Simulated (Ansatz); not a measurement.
Abridged output of a molecular run in Ansatz:

```
Functional definition: HF
1180 factors; integrals over basis functions are off by at most 8.3e-4 eV
mean field evaluation 1: about -147853.2108 eV, gradient 3.7e1 eV
mean field evaluation 2: about -147853.2626 eV, gradient 3.7e1 eV
mean field evaluation 4: about -147856.2906 eV, gradient 2.3e0 eV
mean field evaluation 8: about -147856.3149 eV, gradient 2.9e-4 eV
mean field -147856.31494573 eV, -5433.6193536458 hartree, gradient 4.1e-6 eV, S^2 0.000000; 0 other end points of the search recorded, 0 dependent functions left out
23 core orbitals not correlated: weight in the atoms' cores, before any rotation towards them, 1.000 or more for the frozen orbitals, at most 0.000 for the correlated occupied ones
reference -147856.31494573 eV, -5433.6193536458 hartree; 28, 28 occupied and 63, 63 virtual orbitals, 1180 factors
second order -20.58982801 eV of doubles, -0.00000000 eV of singles
cycle   1  -20.47244214 eV  change    1.2e-1 eV  update   9.4e-2
cycle   2  -20.89481926 eV  change   -4.2e-1 eV  update   2.8e-2
cycle   3  -20.99122650 eV  change   -9.6e-2 eV  update   1.6e-2
cycle   4  -20.97855834 eV  change    1.3e-2 eV  update   3.6e-3
cycle   5  -20.97690091 eV  change    1.7e-3 eV  update   1.6e-3
cycle   6  -20.97772527 eV  change   -8.2e-4 eV  update   5.5e-4
cycle   7  -20.97740383 eV  change    3.2e-4 eV  update   1.9e-4
cycle   8  -20.97734513 eV  change    5.9e-5 eV  update   5.7e-5
perturbative correction -0.48332732 eV, -0.0177619515 hartree
Total energy: -147877.77561818 eV, -5434.4080188117 hartree
```

Its atoms:

Z-matrix (Å, degrees):
```
Sn
Br 1 2.462
Br 1 2.462 2 107.0
O 1 1.941 2 108.5 3 -116.8
H 1 1.691 2 112.4 3 123.9
H 4 0.961 1 113.6 2 58.0
```

Problem. Which basis set was used?
A. def2-SVPD
B. cc-pV(Q+d)Z
C. def2-SVP
D. def2-TZVPP

Solution. C. It gives 114 functions.

Problem. Write the keys of the input that set method, charge and spin (a neutral closed shell needs none for the last two).

Solution. 
```yaml
correlation: {method: ccsd_t}
```
